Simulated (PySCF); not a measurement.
H₇P₃Sn, SMILES [PH2][SnH]([PH2])[PH2].

Geometry optimised at PBE-D3(BJ)/def2-SVP. The structure was generated by enumeration; whether it is a known compound was not checked. The def2 effective core potentials stand for the cores of Sn; spin–orbit coupling is left out. Other conformers were not sampled.

Level of theory: PBE-D3(BJ)/def2-SVP run with PySCF.

Frequencies are harmonic and unscaled.

Modes within 1.5 cm⁻¹ of each other (mostly degenerate sets) share a row, with their intensities summed.

Computed vibrational spectrum:
```
mode   ν (cm⁻¹)  IR (km/mol)  moving atoms (share of kinetic energy)
-----  --------  -----------  --------------------------------------
1–2          71          2.9                 P 62 %, H 28 %, Sn 10 %
3            77          0.4                 P 41 %, Sn 31 %, H 28 %
4–5          84          6.8                          H 77 %, P 21 %
6            97         12.1                          H 78 %, P 17 %
7           270          0.7                                  P 88 %
8–9         303         23.4                         P 68 %, Sn 27 %
10–11       464         93.7                                  H 98 %
12          562          0.0                                  H 94 %
13–14       623         23.7                                  H 92 %
15          655          0.0                                  H 95 %
16–17       668         44.0                                  H 97 %
18         1047          9.5                                  H 97 %
19–20      1049         28.1                                  H 97 %
21         1821        152.3                                  H 99 %
22–24      2303         77.1                                  H 97 %
25–27      2322        127.1                                  H 97 %
```
